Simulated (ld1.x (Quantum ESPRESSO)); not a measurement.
Before and after: RRKJ potential for Gd

- Element: Gd (Z = 64)
- Generator: ld1.x (Quantum ESPRESSO) 7.5
- Type: norm-conserving RRKJ (Kleinman–Bylander form)
- Functional: LDA (PZ)
- Relativity: non-relativistic
- Frozen core: [Kr] 4d10
- Valence charge: 18
- Reference configuration: 4f7 5s2 5p6 5d1 6s2 6p0
- Partial waves: 5p (bound): rc 2.10 bohr; 5d (bound): rc 2.70 bohr; 4f (bound): rc 1.15 bohr; 5s (bound): rc 1.45 bohr
- Local potential: the s channel
- Core correction: none
- rho0: 0.02

Occupied shells without a wave of their own: 6s. They enter only through the test configuration that unscreens the potential.

All-electron outer shells of the reference configuration (LDA (PZ), non-relativistic, ld1.x):

```csv
shell,level (eV),outermost node (bohr),outermost maximum (bohr)
4p,-263.12,0.30,0.55
4d,-150.52,0.27,0.56
5s,-43.76,0.70,1.27
5p,-26.62,0.72,1.39
4f,-13.30,–,0.56
6s,-3.92,1.71,3.59
5d,-3.46,0.79,1.92
6p,-1.51,1.97,4.61
```

Change: scalar-relativistic.

Cutoffs: the cutoffs (Ry, on a coarse ladder) from which the occupation-weighted sum of valence levels, in a spherical-Bessel basis at the reference potential, stays within 10 and 1 mRy of its value at 400 Ry; they do not see the model core or the augmentation charge, which bear on the density cutoff. Errors are all-electron minus pseudo energies relative to the spin-unpolarised reference configuration.

Question: What does the change do?

Answer: The potential gets neither clearly harder nor softer (230 Ry and 300 Ry → 200 Ry and 300 Ry); the bound ghost in p disappears; of the 9 tests that both files solve, the error grows in 6 and shrinks in 1 by more than 15 % and 0.3 meV (median size 146.6 → 109.8 meV).

| quantity | base | changed |
| --- | --- | --- |
| cutoff, loose | 230 Ry | 200 Ry |
| cutoff, tight | 300 Ry | 300 Ry |
| loose cutoff by channel (10 mRy a level) | p 25 Ry, d 12 Ry, f 160 Ry, s 50 Ry | p 21 Ry, d 12 Ry, f 160 Ry, s 55 Ry |
| bound ghosts | p | none |
| largest miss of a reference level, eV | 0.04 | 0.06 |
| error for 4f7 5s2 5p6 5d1 6s1 6p0, meV [ΔE 6.36 → 6.86 eV] | -55 | -84 |
| error for 4f7 5s2 5p6 5d1 6s0 6p0, meV [ΔE 17.92 → 19.23 eV] | -147 | -220 |
| error for 4f7 5s2 5p6 5d0 6s0 6p0, meV [ΔE 38.52 → 39.28 eV] | -209 | -310 |
| error for 4f7 5s2 5p5 5d1 6s2 6p0, meV [ΔE 31.72 → 32.45 eV] | +3.1 | -23 |
| error for 4f7 5s2 5p6 5d1.5 6s1.5 6p0, meV [ΔE 0.31 → 0.84 eV] | -18 | -30 |
| error for 4f6 5s2 5p6 5d2 6s2 6p0, meV [ΔE 12.85 → 8.97 eV] | -258 | -67 |
| error for 4f7 5s2 5p6 5d1 6s0 6p2, meV [ΔE 5.04 → 6.10 eV] | -85 | -110 |
| error for 4f7 5s2 5p6 5d1 6s2 6p0 (spin-polarised), meV [ΔE -9.58 → -9.13 eV] | +15846 | +14613 |
| error for 4f7 5s2 5p6 5d1 6s1 6p0 (spin-polarised), meV [ΔE -3.70 → -2.84 eV] | +15922 | +14698 |
| s: phases at 2.96 bohr within 0.05 rad from the reference energy up to (Ry; the scan ends near 5) | 0.0 | -0.2 |
| p: phases at 2.96 bohr within 0.05 rad from the reference energy up to (Ry; the scan ends near 5) | to the end of the scan | 0.6 |
| d: phases at 2.96 bohr within 0.05 rad from the reference energy up to (Ry; the scan ends near 5) | 2.5 | 2.7 |
| f: phases at 2.96 bohr within 0.05 rad from the reference energy up to (Ry; the scan ends near 5) | 1.0 | 1.2 |

Base: The 6s level has no wave, so the channel is fitted at the deeper level alone: the likely source of the large errors. Changed file: The 6s level has no wave, so the channel is fitted at the deeper level alone: the likely source of the large errors. A true bound ghost makes a file unfit for plane-wave use even where its test errors are small: the radial tests pick states by their node count and pass the ghost by.
